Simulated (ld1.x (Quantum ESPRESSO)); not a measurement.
**Se (Z = 34): one change to a TM potential, before and after**

```json
{"Element": "Se (Z = 34)", "Generator": "ld1.x (Quantum ESPRESSO) 7.5", "Type": "norm-conserving Troullier–Martins (Kleinman–Bylander form)", "Functional": "PBEsol", "Relativity": "scalar-relativistic", "Frozen core": "[Ar] 3d10", "Valence charge": "6", "Reference configuration": "4s2 4p3 (charge +1)", "Partial waves": "4s (bound): rc 1.20 bohr; 4p (bound): rc 1.90 bohr; 4d channel at 0.1 Ry: rc 1.95 bohr", "Local potential": "all-electron potential smoothed inside 1.20 bohr (lloc = -1)", "Core correction": "none"}
```

Change: all radii scaled by about 0.81 (s 0.98, p 1.54, d 1.58 bohr); local potential all-electron potential smoothed inside 0.98 bohr (lloc = -1).

Cutoffs: the cutoffs (Ry, on a coarse ladder) from which the occupation-weighted sum of valence levels, in a spherical-Bessel basis at the reference potential, stays within 10 and 1 mRy of its value at 400 Ry; they do not see the model core or the augmentation charge, which bear on the density cutoff. Errors are all-electron minus pseudo energies relative to the spin-unpolarised reference configuration.

Task: How do hardness, ghosts and transferability respond?

Result: Both files keep a bound ghost (s); of the 7 tests that both files solve, the error grows in 4 and shrinks in 3 by more than 15 % and 0.3 meV (median size 6.5 → 3.9 meV).

```tsv
quantity	base	changed
cutoff, loose	80 Ry	230 Ry
cutoff, tight	160 Ry	over 300 Ry
loose cutoff by channel (10 mRy a level)	s 50 Ry, p 8 Ry	s 230 Ry, p 8 Ry
bound ghosts	s	s
error for 4s2 4p4, meV [ΔE -10.85 eV]	-1.5	+2.7
error for 4s2 4p2, meV [ΔE 20.37 eV]	-13	-3.9
error for 4s2 4p1, meV [ΔE 51.27 eV]	-66	-20
error for 4s2 4p4.3, meV [ΔE -12.44 eV]	-2.4	+3.8
error for 4s2 4p0, meV [ΔE 93.48 eV]	-179	-83
error for 4s1 4p4, meV [ΔE 11.54 eV]	+6.5	+36
error for 4s2 4p3.5, meV [ΔE -6.54 eV]	-0.1	+1.2
```

 A true bound ghost makes a file unfit for plane-wave use even where its test errors are small: the radial tests pick states by their node count and pass the ghost by.
